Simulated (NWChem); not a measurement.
## Polarisability of H4Sn

```xyz
5

Sn     0.0000     0.0000     0.0000
H      1.4020     0.0000    -0.9913
H     -1.4020     0.0000    -0.9913
H      0.0000     1.4020     0.9913
H      0.0000    -1.4020     0.9913
```
Charge 0, spin multiplicity 1.

Everything below was run with NWChem. The geometry was optimised at B3LYP/def2-SVP with def2 effective core potentials on Sn, a minimum by its harmonic frequencies.

Basis set: def2-SVPD. The field's frequency is 0.0428 Ha (1065 nm).

Effective core potentials replace the inner electrons of Sn; spin-orbit coupling is left out. The correlated methods keep 4 core orbitals frozen. B3LYP has NWChem's definition, with VWN1-RPA local correlation. The structure started from a generated list of species. Coupled-cluster values serve here as a point of comparison, not as the truth.

One of these methods gave an isotropic polarisability of 42.94 bohr³. Which?
A) CCSD linear response
B) PBE0
C) B3LYP
D) HF

D, HF. The others give 45.77 (PBE0), 44.93 (CCSD linear response), 46.18 (B3LYP).
